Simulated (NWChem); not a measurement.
System: H₂SeSO; SMILES O[Se]S

Here is an NWChem input.

```
start job
memory heap 200 mb stack 900 mb global 1100 mb
geometry units angstroms noautoz
  Se     0.400491     0.474653    -0.000931
  O     -1.155451     1.384370    -0.065730
  H     -1.471357     1.464037     0.844711
  S     -0.220442    -1.620548     0.058438
  H     -0.371007    -1.824328    -1.273450
end
basis spherical
  Se library pcseg-2
  O library pcseg-2
  H library pcseg-2
  S library pcseg-2
end
dft
  xc b3lyp
  iterations 150
  mulliken
end
task dft energy
```

Output (shortened):

```
             Northwest Computational Chemistry Package (NWChem) 7.3.0
             --------------------------------------------------------

 C1  symmetry detected

                             Geometry "geometry" -> ""
                             -------------------------

 Output coordinates in angstroms (scale by  1.889725989 to convert to a.u.)

  No.       Tag          Charge          X              Y              Z
 ---- ---------------- ---------- -------------- -------------- --------------
    1 Se                  34.0000     0.42119095     0.45548684     0.00338157
    2 O                    8.0000    -1.12650550     1.37953410    -0.05587880
    3 H                    1.0000    -1.44224533     1.45562907     0.85492533
    4 S                   16.0000    -0.21850817    -1.63443485     0.04767659
    5 H                    1.0000    -0.37007245    -1.82749669    -1.28569400

 Effective nuclear repulsion energy (a.u.)     261.8927262445

                                 NWChem DFT Module
                                 -----------------

 Summary of "ao basis" -> "ao basis" (spherical)
 ------------------------------------------------------------------------------
       Tag                 Description            Shells   Functions and Types
 ---------------- ------------------------------  ------  ---------------------
 Se                         pcseg-2                 15       43   6s5p3d1f
 O                          pcseg-2                 10       30   4s3p2d1f
 H                          pcseg-2                  6       14   3s2p1d
 S                          pcseg-2                 12       34   5s4p2d1f

            General Information
            -------------------
          SCF calculation type: DFT
          Wavefunction type:  closed shell.
          No. of atoms     :     5
          No. of electrons :    60
           Alpha electrons :    30
            Beta electrons :    30
          Charge           :     0
          Spin multiplicity:     1
          Use of symmetry is: off; symmetry adaption is: off
          Maximum number of iterations: 150
          AO basis - number of functions:   135
                     number of shells:    49
          Convergence on energy requested:  1.00D-06
          Convergence on density requested:  1.00D-05
          Convergence on gradient requested:  5.00D-04

              XC Information
              --------------
                         B3LYP Method XC Potential
                     Hartree-Fock (Exact) Exchange  0.200
                        Slater Exchange Functional  0.800 local
                    Becke 1988 Exchange Functional  0.720 non-local
              Lee-Yang-Parr Correlation Functional  0.810
                  VWN I RPA Correlation Functional  0.190 local

             Grid Information
             ----------------
          Grid used for XC integration:  medium
          Radial quadrature: Mura-Knowles
          Angular quadrature: Lebedev.
          Tag              B.-S. Rad. Rad. Pts. Rad. Cut. Ang. Pts.
          ---              ---------- --------- --------- ---------
          Se                  1.15      112          10.0       590
          O                   0.60       49          11.0       434
          H                   0.35       45          12.0       434
          S                   1.00       88          11.0       590
          Grid pruning is: on
          Number of quadrature shells:   339
          Spatial weights used:  Erf1

      Superposition of Atomic Density Guess
      -------------------------------------

 Sum of atomic energies:       -2873.08372966

      Non-variational initial energy
      ------------------------------

 Total energy =   -2873.644959
 1-e energy   =   -4520.865364
 2-e energy   =    1385.327679
 HOMO         =      -0.239803
 LUMO         =      -0.028327

     ---------------------------------------------
      Total Density - Mulliken Population Analysis
     ---------------------------------------------

    Atom       Charge   Shell Charges
 -----------   ------   -------------------------------------------------------
    1 Se  34    33.72   2.00  2.00  1.19  0.75  0.85  1.09  6.00  5.92  0.76  2.19  0.78  9.73  0.31  0.11  0.02
    2 O    8     8.63   2.00  0.64  0.87  0.24  2.07  2.20  0.61  0.00  0.01  0.00
    3 H    1     0.68   0.33  0.25  0.02  0.02  0.06  0.01
    4 S   16    16.13   2.01  0.40  1.57  1.01  0.83  5.92  0.81  2.50  1.03  0.00  0.05  0.00
    5 H    1     0.83   0.32  0.42  0.05  0.00  0.04  0.00

   convergence    iter        energy       DeltaE   RMS-Dens  Diis-err
 ---------------- ----- ----------------- --------- --------- ---------
 d= 0,ls=0.0,diis     1  -2876.2586169861 -3.14D+03  6.83D-03  1.11D+00
 d= 0,ls=0.0,diis     2  -2876.2123940235  4.62D-02  5.27D-03  1.08D+00
 d= 0,ls=0.0,diis     3  -2876.2833585207 -7.10D-02  2.02D-03  4.55D-01
 d= 0,ls=0.0,diis     4  -2876.3245562310 -4.12D-02  6.30D-04  7.65D-03
 d= 0,ls=0.0,diis     5  -2876.3253423119 -7.86D-04  2.49D-04  1.78D-03
  Resetting Diis
 d= 0,ls=0.0,diis     6  -2876.3255488494 -2.07D-04  7.06D-05  1.18D-04
 d= 0,ls=0.0,diis     7  -2876.3255639830 -1.51D-05  3.59D-05  8.15D-06
 d= 0,ls=0.0,diis     8  -2876.3255627601  1.22D-06  2.25D-05  1.65D-05
 d= 0,ls=0.0,diis     9  -2876.3255651347 -2.37D-06  2.64D-06  2.89D-07
 d= 0,ls=0.0,diis    10  -2876.3255651623 -2.76D-08  5.25D-07  6.90D-09

         Total DFT energy =    -2876.325565162333
      One electron energy =    -4521.087847548329
           Coulomb energy =     1505.157301338769
    Exchange-Corr. energy =     -122.287745197240
 Nuclear repulsion energy =      261.892726244467

 Numeric. integr. density =       59.999998375382

                       DFT Final Molecular Orbital Analysis
                       ------------------------------------

 Vector   28  Occ=2.000000D+00  E=-3.154862D-01
              MO Center= -4.5D-01,  2.5D-01,  1.3D-02, r^2= 3.5D+00
   Bfn.  Coefficient  Atom+Function         Bfn.  Coefficient  Atom+Function
  ----- ------------  ---------------      ----- ------------  ---------------
   100      0.297896  4 S  py                49      0.265191  2 O  py
    48      0.239911  2 O  px                52      0.221948  2 O  py
    51      0.202860  2 O  px                16     -0.185239  1 Se px
     6     -0.183511  1 Se s                 55      0.167416  2 O  py
    17     -0.157193  1 Se py                94     -0.141899  4 S  py

 Vector   29  Occ=2.000000D+00  E=-2.846997D-01
              MO Center= -2.4D-01, -1.3D+00,  1.7D-02, r^2= 2.4D+00
   Bfn.  Coefficient  Atom+Function         Bfn.  Coefficient  Atom+Function
  ----- ------------  ---------------      ----- ------------  ---------------
    99      0.502185  4 S  px               102      0.309661  4 S  px
    93     -0.237649  4 S  px                96      0.233558  4 S  px
   100     -0.134606  4 S  py                49     -0.131844  2 O  py
    52     -0.115745  2 O  py                 6     -0.104641  1 Se s
   103     -0.092838  4 S  py                48      0.072448  2 O  px

 Vector   30  Occ=2.000000D+00  E=-2.479246D-01
              MO Center=  2.7D-01,  2.9D-01, -1.5D-02, r^2= 2.4D+00
   Bfn.  Coefficient  Atom+Function         Bfn.  Coefficient  Atom+Function
  ----- ------------  ---------------      ----- ------------  ---------------
    18      0.554787  1 Se pz                21      0.331949  1 Se pz
    12     -0.327394  1 Se pz                15      0.280835  1 Se pz
    50     -0.131001  2 O  pz                92     -0.126552  4 S  s
   123      0.123853  5 H  s                 53     -0.104567  2 O  pz
     9      0.100518  1 Se pz                56     -0.090126  2 O  pz

 Vector   31  Occ=0.000000D+00  E=-5.197024D-02
              MO Center=  5.3D-02, -2.9D-01,  2.3D-02, r^2= 4.3D+00
   Bfn.  Coefficient  Atom+Function         Bfn.  Coefficient  Atom+Function
  ----- ------------  ---------------      ----- ------------  ---------------
     6      0.620376  1 Se s                103     -0.540099  4 S  py
    19     -0.469919  1 Se px                92     -0.430061  4 S  s
    16     -0.376182  1 Se px               100     -0.314817  4 S  py
    47     -0.303486  2 O  s                 20     -0.284088  1 Se py
    17     -0.276402  1 Se py                 5      0.200222  1 Se s

 Vector   32  Occ=0.000000D+00  E=-4.808246D-02
              MO Center=  4.8D-02,  4.1D-01,  1.1D-01, r^2= 4.2D+00
   Bfn.  Coefficient  Atom+Function         Bfn.  Coefficient  Atom+Function
  ----- ------------  ---------------      ----- ------------  ---------------
    20      0.585593  1 Se py                47     -0.483991  2 O  s
    17      0.408727  1 Se py                19     -0.308334  1 Se px
    76      0.299317  3 H  s                102      0.283948  4 S  px
    92      0.269848  4 S  s                103      0.261202  4 S  py
    16     -0.232872  1 Se px                11     -0.214000  1 Se py

 Vector   33  Occ=0.000000D+00  E=-5.422307D-03
              MO Center= -3.1D-01, -1.4D+00, -7.0D-01, r^2= 5.1D+00
   Bfn.  Coefficient  Atom+Function         Bfn.  Coefficient  Atom+Function
  ----- ------------  ---------------      ----- ------------  ---------------
   124      1.225091  5 H  s                 92     -0.766231  4 S  s
   104      0.718346  4 S  pz                76      0.361384  3 H  s
   123      0.358563  5 H  s                  6     -0.347120  1 Se s
   101      0.274392  4 S  pz               103      0.272741  4 S  py
    19      0.185135  1 Se px                91     -0.162869  4 S  s

     ---------------------------------------------
      Total Density - Mulliken Population Analysis
     ---------------------------------------------

[...]
```

Level: B3LYP/pcseg-2. Coordinates come from a PBE0/def2-SVP optimisation.
